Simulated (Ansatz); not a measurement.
Geometry optimisation, RHF/6-31G* in Ansatz.

input.yaml

```yaml
crystal:
  periodic: [false, false, false]
  atoms:
    - { symbol: B, position_ang: [-0.030169, 0.474778, 0.073417] }
    - { symbol: H, position_ang: [-0.397807, -1.2183, 1.739437] }
    - { symbol: O, position_ang: [1.157794, -0.046078, -0.368681] }
    - { symbol: H, position_ang: [1.111723, -0.589668, -1.139953] }
    - { symbol: O, position_ang: [-1.230327, 0.185643, -0.501242] }
    - { symbol: H, position_ang: [-1.207692, -0.426145, -1.219294] }
    - { symbol: O, position_ang: [0.010589, 1.351286, 1.123643] }
    - { symbol: Al, position_ang: [0.925314, 2.476866, 1.992658] }
    - { symbol: H, position_ang: [1.366011, 2.096445, 3.459819] }
    - { symbol: H, position_ang: [1.25133, 3.876188, 1.341313] }
    - { symbol: H, position_ang: [-0.365168, -0.613314, 2.089883] }
basis:
  gaussian: { orbitals: "6-31G*" }
hamiltonian:
  xc: hf
relax:
  f_tol: 0.03
  max_steps: 50
```

Launched with:

```bash
$ ansatz run input.yaml --threads 1 --pin off --max-ram 2048MiB --backend cpu --events-out ev --progress --plain --runs-dir out
```

Question: Where does it end, and by what steps?

Answer: The forces met the threshold. The force dipped under the threshold on the way, but the program's further checks kept it going. After 41 steps the energy has fallen by 0.312 eV; H2 moved furthest, 1.74 Å.

```json
{"step": "0", "energy less start (eV)": "0.0000", "largest force component (eV/Å)": "1.318", "accepted": "yes"}
{"step": "2", "energy less start (eV)": "-0.2315", "largest force component (eV/Å)": "0.257", "accepted": "yes"}
{"step": "4", "energy less start (eV)": "-0.2801", "largest force component (eV/Å)": "0.105", "accepted": "yes"}
{"step": "6", "energy less start (eV)": "-0.2885", "largest force component (eV/Å)": "0.098", "accepted": "yes"}
{"step": "8", "energy less start (eV)": "-0.2793", "largest force component (eV/Å)": "0.949", "accepted": "no"}
{"step": "10", "energy less start (eV)": "-0.2955", "largest force component (eV/Å)": "0.042", "accepted": "yes"}
{"step": "12", "energy less start (eV)": "-0.2340", "largest force component (eV/Å)": "1.482", "accepted": "no"}
{"step": "14", "energy less start (eV)": "-0.2965", "largest force component (eV/Å)": "0.248", "accepted": "no"}
{"step": "16", "energy less start (eV)": "-0.2977", "largest force component (eV/Å)": "0.031", "accepted": "yes"}
{"step": "18", "energy less start (eV)": "-0.2962", "largest force component (eV/Å)": "0.285", "accepted": "no"}
{"step": "20", "energy less start (eV)": "-0.3003", "largest force component (eV/Å)": "0.031", "accepted": "yes"}
{"step": "22", "energy less start (eV)": "-0.3019", "largest force component (eV/Å)": "0.179", "accepted": "yes"}
{"step": "24", "energy less start (eV)": "-0.3035", "largest force component (eV/Å)": "0.055", "accepted": "yes"}
{"step": "26", "energy less start (eV)": "-0.3041", "largest force component (eV/Å)": "0.021", "accepted": "yes"}
{"step": "28", "energy less start (eV)": "-0.3059", "largest force component (eV/Å)": "0.088", "accepted": "yes"}
{"step": "30", "energy less start (eV)": "-0.3005", "largest force component (eV/Å)": "0.261", "accepted": "no"}
{"step": "32", "energy less start (eV)": "-0.3088", "largest force component (eV/Å)": "0.126", "accepted": "yes"}
{"step": "34", "energy less start (eV)": "-0.3090", "largest force component (eV/Å)": "0.053", "accepted": "no"}
{"step": "36", "energy less start (eV)": "-0.3100", "largest force component (eV/Å)": "0.057", "accepted": "yes"}
{"step": "38", "energy less start (eV)": "-0.3108", "largest force component (eV/Å)": "0.029", "accepted": "yes"}
{"step": "40", "energy less start (eV)": "-0.3112", "largest force component (eV/Å)": "0.043", "accepted": "yes"}
{"step": "41", "energy less start (eV)": "-0.3116", "largest force component (eV/Å)": "0.024", "accepted": "yes"}
```

```xyz
11
Properties=species:S:1:pos:R:3
B 0.336 0.700 -0.064
H -1.375 -2.372 2.596
O 1.317 0.410 -0.976
H 1.119 -0.278 -1.592
O -0.871 0.054 -0.047
H -1.003 -0.594 -0.722
O 0.569 1.648 0.845
Al 1.117 2.892 1.834
H 1.861 2.518 3.175
H 0.848 4.384 1.392
H -1.326 -1.795 2.152
```

Time of the run: 93 s on 1 thread of Arm Neoverse V1, with other jobs on the host, peak memory 0.13 GiB.
